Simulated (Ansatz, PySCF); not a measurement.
Gas-phase reaction in SMILES: N[Si](N)(Cl)Cl + 3 [SiH4] (SiH4) → 2 N[SiH3] + 2 [SiH3]Cl
Geometries: B3LYP-D3(BJ)/def2-TZVP minima from Ansatz (a quantum-chemistry and plane-wave program), one conformer each, not searched for the lowest. Frequencies are from Ansatz or PySCF.

Wanted: bond separation energy (enthalpy at 298 K, with B3LYP-D3(BJ) rigid-rotor harmonic-oscillator terms), in eV. Cores are frozen in the correlated levels unless marked. Spin-orbit coupling is left out. No relativistic terms. CBS(X,Y): correlation extrapolated as X^-3; Hartree-Fock from the larger set. The bracket is a focal-point correction in the basis named.

```csv
level,program,bond separation energy (eV)
PBE-D3(BJ)/def2-TZVPD,Ansatz + dftd3,0.78
revPBE/def2-TZVPD,Ansatz,…
B3LYP-D3(BJ)/def2-TZVPD,Ansatz + dftd3,…
PBE0-D3(BJ)/def2-TZVP,Ansatz + dftd3,…
PBE0-D4/def2-TZVPD,Ansatz + dftd4,0.80
B2PLYP-D3(BJ)/def2-TZVPD,Ansatz + dftd3,0.75
CCSD(T) with core electrons (1s frozen past Ne)/cc-pwCVTZ,Ansatz,0.80
"RI-MP2/CBS(aug-cc-pV(T+d)Z,aug-cc-pV(Q+d)Z)+[CCSD(T)-MP2]/aug-cc-pV(T+d)Z",Ansatz,0.75
```

**Question.** What belongs in the gaps?

**Answer.** 
- revPBE/def2-TZVPD, bond separation energy (eV): 0.66
- B3LYP-D3(BJ)/def2-TZVPD, bond separation energy (eV): 0.74
- PBE0-D3(BJ)/def2-TZVP, bond separation energy (eV): 0.79
